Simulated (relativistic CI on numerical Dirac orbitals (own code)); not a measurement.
**Spin-allowed bands of a d7 ion in an octahedral site, by hand**

Problem. Take Δ = 8190 cm⁻¹ and B = 390 cm⁻¹ for a high-spin d7 ion in an octahedral site. Calculate the three spin-allowed bands.

Working.
1. The terms of highest spin are 4F (energy 0) and 4P (15B = 5850 cm⁻¹). Here the F term splits into A2 at +1.2Δ = 9828, T2 at +0.2Δ = 1638 and T1 at −0.6Δ = -4914 cm⁻¹.
2. The two T1 states mix through the element 0.4Δ: H = [[-4914, 3276], [3276, 5850]], with roots ½(H₁₁ + H₂₂) ∓ ½√[(H₂₂ − H₁₁)² + 4H₁₂²] = ½(936) ∓ ½(12601) = -5833 and 6769 cm⁻¹.
3. The ground term is 4T1 at -5833 cm⁻¹.
4. Bands: 4T2 7471 cm⁻¹ (1339 nm), 4T1(P) 12601 cm⁻¹ (794 nm), 4A2 15661 cm⁻¹ (639 nm).

Check. Exact diagonalisation of the whole d7 shell with these parameters gives 4T2 7471, 4T1 12601, 4A2 15661 cm⁻¹. The match is exact, since without spin-orbit coupling no other term has this spin. The ratio of the second band to the first, 1.687, depends on Δ/B = 21.0 alone, which is how a Tanabe-Sugano diagram is read.
